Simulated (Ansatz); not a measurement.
Mulliken charges of F$_{3}$HSSi (`F[Si](F)(F)S`) from r2SCAN/def2-TZVPP in Ansatz (PBE0-D4/def2-TZVP geometry).

```json
{"atom": "F1", "x (Å)": "0.467", "y (Å)": "-0.999", "z (Å)": "1.589", "charge (e)": "-0.284"}
{"atom": "Si2", "x (Å)": "0.254", "y (Å)": "-0.377", "z (Å)": "0.162", "charge (e)": "0.940"}
{"atom": "F3", "x (Å)": "-0.333", "y (Å)": "-1.488", "z (Å)": "-0.786", "charge (e)": "-0.282"}
{"atom": "F4", "x (Å)": "1.659", "y (Å)": "0.005", "z (Å)": "-0.433", "charge (e)": "-0.282"}
{"atom": "S5", "x (Å)": "-1.017", "y (Å)": "1.268", "z (Å)": "0.371", "charge (e)": "-0.213"}
{"atom": "H6", "x (Å)": "-0.988", "y (Å)": "1.527", "z (Å)": "-0.950", "charge (e)": "0.120"}
```

Q: By hand: the dipole of these point charges (1 e Å = 4.8032 D).

A: Σ q r = (-0.170, 0.261, -0.148) e Å, of length 0.345 e Å = 1.66 D.

Q: How does the dipole of the full density compare? (Best estimate.)

A: Ansatz gave: (-0.148, 0.232, -0.154) e Å, 1.51 D; the point charges give 1.10 times that, at 4° from its direction.

Point charges leave out the atoms' own dipoles, such as those of lone pairs, and Mulliken's split depends on the basis, so the close match here is no proof of good charges.
